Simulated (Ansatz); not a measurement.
C₆H₁₃NO, SMILES `CCCCNC(C)=O`. Total charge 0; spin multiplicity 1. The structure was optimised at the PBE0-D4/def2-TZVP level. It is one conformer, not always the lowest.

```xyz
21

C    -1.530    2.700   -1.382
C    -0.507    2.221   -0.368
C    -0.541    0.716   -0.161
C     0.490    0.246    0.853
N     0.493   -1.184    1.048
C     1.226   -2.012    0.263
C     1.069   -3.486    0.541
O     1.971   -1.599   -0.605
H    -2.546    2.446   -1.067
H    -1.362    2.236   -2.358
H    -1.485    3.783   -1.516
H    -0.675    2.724    0.592
H     0.498    2.514   -0.692
H    -1.542    0.410    0.166
H    -0.349    0.205   -1.110
H     0.320    0.727    1.821
H     1.490    0.525    0.515
H    -0.158   -1.589    1.697
H     0.415   -3.707    1.386
H     0.672   -3.968   -0.354
H     2.056   -3.910    0.730
```

Q: What is the dipole moment at ωB97M-V/def2-TZVPP? (An estimate is asked.)

A: Ansatz gave: 3.62 D, with components (-2.56, -0.29, 2.54) D in this frame, pointing from negative to positive charge.

Q: And with PBE, r2SCAN, B3LYP? (An estimate is asked.)

A: Ansatz gave: PBE 3.50 D, r2SCAN 3.59 D, B3LYP 3.63 D.

Q: Give the Mulliken charges with ωB97M-V, r2SCAN, B3LYP in def2-TZVPP. (Best estimate.)

A: Ansatz gave: 
```json
{"atom": "C1", "ωB97M-V": "-0.32", "r2SCAN": "-0.15", "B3LYP": "-0.26"}
{"atom": "C2", "ωB97M-V": "-0.16", "r2SCAN": "0.00", "B3LYP": "-0.09"}
{"atom": "C3", "ωB97M-V": "-0.14", "r2SCAN": "-0.02", "B3LYP": "-0.09"}
{"atom": "C4", "ωB97M-V": "-0.11", "r2SCAN": "0.06", "B3LYP": "0.00"}
{"atom": "N5", "ωB97M-V": "-0.19", "r2SCAN": "-0.24", "B3LYP": "-0.22"}
{"atom": "C6", "ωB97M-V": "0.31", "r2SCAN": "0.32", "B3LYP": "0.28"}
{"atom": "C7", "ωB97M-V": "-0.30", "r2SCAN": "-0.16", "B3LYP": "-0.26"}
{"atom": "O8", "ωB97M-V": "-0.40", "r2SCAN": "-0.42", "B3LYP": "-0.39"}
{"atom": "H9", "ωB97M-V": "0.09", "r2SCAN": "0.04", "B3LYP": "0.07"}
{"atom": "H10", "ωB97M-V": "0.10", "r2SCAN": "0.04", "B3LYP": "0.08"}
{"atom": "H11", "ωB97M-V": "0.11", "r2SCAN": "0.04", "B3LYP": "0.08"}
{"atom": "H12", "ωB97M-V": "0.08", "r2SCAN": "0.01", "B3LYP": "0.05"}
{"atom": "H13", "ωB97M-V": "0.09", "r2SCAN": "0.03", "B3LYP": "0.06"}
{"atom": "H14", "ωB97M-V": "0.07", "r2SCAN": "0.00", "B3LYP": "0.04"}
{"atom": "H15", "ωB97M-V": "0.11", "r2SCAN": "0.05", "B3LYP": "0.08"}
{"atom": "H16", "ωB97M-V": "0.11", "r2SCAN": "0.04", "B3LYP": "0.08"}
{"atom": "H17", "ωB97M-V": "0.12", "r2SCAN": "0.06", "B3LYP": "0.09"}
{"atom": "H18", "ωB97M-V": "0.11", "r2SCAN": "0.15", "B3LYP": "0.14"}
{"atom": "H19", "ωB97M-V": "0.07", "r2SCAN": "0.02", "B3LYP": "0.06"}
{"atom": "H20", "ωB97M-V": "0.12", "r2SCAN": "0.07", "B3LYP": "0.10"}
{"atom": "H21", "ωB97M-V": "0.12", "r2SCAN": "0.07", "B3LYP": "0.11"}
```

B3LYP here is the variant with VWN-RPA as its local correlation; programs differ in this.
